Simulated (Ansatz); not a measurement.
Harmonic vibrations of `C[O][AlH][Br]` by finite differences.

```yaml
crystal:
  periodic: [false, false, false]
  atoms:
    - {symbol: C, position_ang: [-0.838008, 0.779690, 0.578975]}
    - {symbol: O, position_ang: [0.367951, 0.069363, 0.585206]}
    - {symbol: Al, position_ang: [1.198346, -0.931740, -0.465722]}
    - {symbol: Br, position_ang: [0.293607, -1.375805, -2.484654]}
    - {symbol: H, position_ang: [-1.478457, 0.431040, 1.394766]}
    - {symbol: H, position_ang: [-0.641560, 1.844974, 0.733040]}
    - {symbol: H, position_ang: [-1.384741, 0.662127, -0.363340]}
    - {symbol: H, position_ang: [2.574962, -1.536750, -0.033971]}
basis:
  gaussian: {orbitals: def2-TZVP}
hamiltonian: {xc: pbe0, dispersion: d4}
phonons: {temperatures: {t_min: 298.15, t_max: 900, t_step: 200}}
```

```sh
$ ansatz run in.yaml --threads 4 --pin off --events-out ev --progress --plain
```

Output, abridged:

```
Functional definition: PBE0
mean field -79782.11457021 eV, -2931.9386321956 hartree, gradient 6.0e-5 eV, S^2 0.000000; 0 other end points of the search recorded, 0 dependent functions left out
mean field -79782.11440739 eV, -2931.9386262122 hartree, gradient 1.2e-6 eV, S^2 0.000000; 0 other end points of the search recorded, 0 dependent functions left out
mean field -79782.11442641 eV, -2931.9386269112 hartree, gradient 1.2e-6 eV, S^2 0.000000; 0 other end points of the search recorded, 0 dependent functions left out
mean field -79782.11441244 eV, -2931.9386263978 hartree, gradient 1.2e-6 eV, S^2 0.000000; 0 other end points of the search recorded, 0 dependent functions left out
mean field -79782.11439326 eV, -2931.9386256930 hartree, gradient 1.2e-6 eV, S^2 0.000000; 0 other end points of the search recorded, 0 dependent functions left out
mean field -79782.11440699 eV, -2931.9386261974 hartree, gradient 1.2e-6 eV, S^2 0.000000; 0 other end points of the search recorded, 0 dependent functions left out
mean field -79782.11438488 eV, -2931.9386253850 hartree, gradient 1.2e-6 eV, S^2 0.000000; 0 other end points of the search recorded, 0 dependent functions left out
mean field -79782.11446170 eV, -2931.9386282082 hartree, gradient 1.2e-6 eV, S^2 0.000000; 0 other end points of the search recorded, 0 dependent functions left out
mean field -79782.11445098 eV, -2931.9386278142 hartree, gradient 1.2e-6 eV, S^2 0.000000; 0 other end points of the search recorded, 0 dependent functions left out
mean field -79782.11450374 eV, -2931.9386297528 hartree, gradient 1.2e-6 eV, S^2 0.000000; 0 other end points of the search recorded, 0 dependent functions left out
mean field -79782.11448935 eV, -2931.9386292240 hartree, gradient 1.2e-6 eV, S^2 0.000000; 0 other end points of the search recorded, 0 dependent functions left out
mean field -79782.11454602 eV, -2931.9386313066 hartree, gradient 1.2e-6 eV, S^2 0.000000; 0 other end points of the search recorded, 0 dependent functions left out
mean field -79782.11449975 eV, -2931.9386296064 hartree, gradient 1.2e-6 eV, S^2 0.000000; 0 other end points of the search recorded, 0 dependent functions left out
mean field -79782.11451124 eV, -2931.9386300286 hartree, gradient 1.2e-6 eV, S^2 0.000000; 0 other end points of the search recorded, 0 dependent functions left out
mean field -79782.11447770 eV, -2931.9386287959 hartree, gradient 1.2e-6 eV, S^2 0.000000; 0 other end points of the search recorded, 0 dependent functions left out
mean field -79782.11450987 eV, -2931.9386299781 hartree, gradient 1.2e-6 eV, S^2 0.000000; 0 other end points of the search recorded, 0 dependent functions left out
mean field -79782.11452889 eV, -2931.9386306773 hartree, gradient 1.2e-6 eV, S^2 0.000000; 0 other end points of the search recorded, 0 dependent functions left out
mean field -79782.11449819 eV, -2931.9386295491 hartree, gradient 1.2e-6 eV, S^2 0.000000; 0 other end points of the search recorded, 0 dependent functions left out
mean field -79782.11449642 eV, -2931.9386294841 hartree, gradient 1.2e-6 eV, S^2 0.000000; 0 other end points of the search recorded, 0 dependent functions left out
mean field -79782.11456640 eV, -2931.9386320555 hartree, gradient 1.2e-6 eV, S^2 0.000000; 0 other end points of the search recorded, 0 dependent functions left out
mean field -79782.11455749 eV, -2931.9386317282 hartree, gradient 1.2e-6 eV, S^2 0.000000; 0 other end points of the search recorded, 0 dependent functions left out
mean field -79782.11454348 eV, -2931.9386312132 hartree, gradient 1.2e-6 eV, S^2 0.000000; 0 other end points of the search recorded, 0 dependent functions left out
mean field -79782.11459074 eV, -2931.9386329502 hartree, gradient 1.2e-6 eV, S^2 0.000000; 0 other end points of the search recorded, 0 dependent functions left out
mean field -79782.11449102 eV, -2931.9386292855 hartree, gradient 1.2e-6 eV, S^2 0.000000; 0 other end points of the search recorded, 0 dependent functions left out
mean field -79782.11458200 eV, -2931.9386326289 hartree, gradient 1.2e-6 eV, S^2 0.000000; 0 other end points of the search recorded, 0 dependent functions left out
mean field -79782.11452020 eV, -2931.9386303577 hartree, gradient 1.2e-6 eV, S^2 0.000000; 0 other end points of the search recorded, 0 dependent functions left out
mean field -79782.11452998 eV, -2931.9386307173 hartree, gradient 1.2e-6 eV, S^2 0.000000; 0 other end points of the search recorded, 0 dependent functions left out
mean field -79782.11454991 eV, -2931.9386314497 hartree, gradient 1.2e-6 eV, S^2 0.000000; 0 other end points of the search recorded, 0 dependent functions left out
mean field -79782.11453944 eV, -2931.9386310650 hartree, gradient 1.2e-6 eV, S^2 0.000000; 0 other end points of the search recorded, 0 dependent functions left out
mean field -79782.11451084 eV, -2931.9386300138 hartree, gradient 1.2e-6 eV, S^2 0.000000; 0 other end points of the search recorded, 0 dependent functions left out
mean field -79782.11450259 eV, -2931.9386297108 hartree, gradient 1.2e-6 eV, S^2 0.000000; 0 other end points of the search recorded, 0 dependent functions left out
mean field -79782.11454381 eV, -2931.9386312254 hartree, gradient 1.2e-6 eV, S^2 0.000000; 0 other end points of the search recorded, 0 dependent functions left out
mean field -79782.11455347 eV, -2931.9386315803 hartree, gradient 1.2e-6 eV, S^2 0.000000; 0 other end points of the search recorded, 0 dependent functions left out
mean field -79782.11447925 eV, -2931.9386288529 hartree, gradient 1.2e-6 eV, S^2 0.000000; 0 other end points of the search recorded, 0 dependent functions left out
mean field -79782.11446771 eV, -2931.9386284289 hartree, gradient 1.2e-6 eV, S^2 0.000000; 0 other end points of the search recorded, 0 dependent functions left out
mean field -79782.11455675 eV, -2931.9386317009 hartree, gradient 1.2e-6 eV, S^2 0.000000; 0 other end points of the search recorded, 0 dependent functions left out
mean field -79782.11455191 eV, -2931.9386315231 hartree, gradient 1.2e-6 eV, S^2 0.000000; 0 other end points of the search recorded, 0 dependent functions left out
mean field -79782.11452742 eV, -2931.9386306231 hartree, gradient 1.2e-6 eV, S^2 0.000000; 0 other end points of the search recorded, 0 dependent functions left out
mean field -79782.11453886 eV, -2931.9386310435 hartree, gradient 1.2e-6 eV, S^2 0.000000; 0 other end points of the search recorded, 0 dependent functions left out
mean field -79782.11455811 eV, -2931.9386317510 hartree, gradient 1.2e-6 eV, S^2 0.000000; 0 other end points of the search recorded, 0 dependent functions left out
mean field -79782.11454839 eV, -2931.9386313936 hartree, gradient 1.2e-6 eV, S^2 0.000000; 0 other end points of the search recorded, 0 dependent functions left out
mean field -79782.11449569 eV, -2931.9386294570 hartree, gradient 1.2e-6 eV, S^2 0.000000; 0 other end points of the search recorded, 0 dependent functions left out
mean field -79782.11448621 eV, -2931.9386291087 hartree, gradient 1.2e-6 eV, S^2 0.000000; 0 other end points of the search recorded, 0 dependent functions left out
mean field -79782.11453319 eV, -2931.9386308352 hartree, gradient 1.2e-6 eV, S^2 0.000000; 0 other end points of the search recorded, 0 dependent functions left out
mean field -79782.11453641 eV, -2931.9386309536 hartree, gradient 1.2e-6 eV, S^2 0.000000; 0 other end points of the search recorded, 0 dependent functions left out
mean field -79782.11456161 eV, -2931.9386318797 hartree, gradient 1.2e-6 eV, S^2 0.000000; 0 other end points of the search recorded, 0 dependent functions left out
mean field -79782.11456075 eV, -2931.9386318481 hartree, gradient 1.2e-6 eV, S^2 0.000000; 0 other end points of the search recorded, 0 dependent functions left out
mean field -79782.11456223 eV, -2931.9386319023 hartree, gradient 1.2e-6 eV, S^2 0.000000; 0 other end points of the search recorded, 0 dependent functions left out
mean field -79782.11456391 eV, -2931.9386319642 hartree, gradient 1.2e-6 eV, S^2 0.000000; 0 other end points of the search recorded, 0 dependent functions left out
Total energy: -79782.24347886 eV, -2931.9433695010 hartree
Atom 0 at    -0.838008     0.779690     0.578975 Å, force     0.000061    -0.000574    -0.000558 eV/Å
Atom 1 at     0.367951     0.069363     0.585206 Å, force     0.003171    -0.001938     0.000729 eV/Å
Atom 2 at     1.198346    -0.931740    -0.465722 Å, force     0.003482    -0.000656     0.002797 eV/Å
Atom 3 at     0.293607    -1.375805    -2.484654 Å, force    -0.000238     0.000546     0.000002 eV/Å
Atom 4 at    -1.478457     0.431040     1.394766 Å, force    -0.000521     0.000931    -0.000431 eV/Å
Atom 5 at    -0.641560     1.844974     0.733040 Å, force    -0.001001     0.000156    -0.000632 eV/Å
Atom 6 at    -1.384741     0.662127    -0.363340 Å, force    -0.000900     0.000178     0.000091 eV/Å
Atom 7 at     2.574962    -1.536750    -0.033971 Å, force    -0.004055     0.001357    -0.001997 eV/Å
Dipole moment:    -0.084609     0.124290     0.153375 e Å
Vibrations: 83.07 86.48 155.22 248.97 406.12 460.63 630.02 746.58 1181.47 1191.16 1231.66 1484.59 1495.44 1499.89 2008.55 3017.17 3085.34 3093.78 cm⁻¹, zero-point energy 1.370406 eV
```

Run time 100 s (4 threads of a server CPU on a shared host); peak host memory 0.48 GiB.
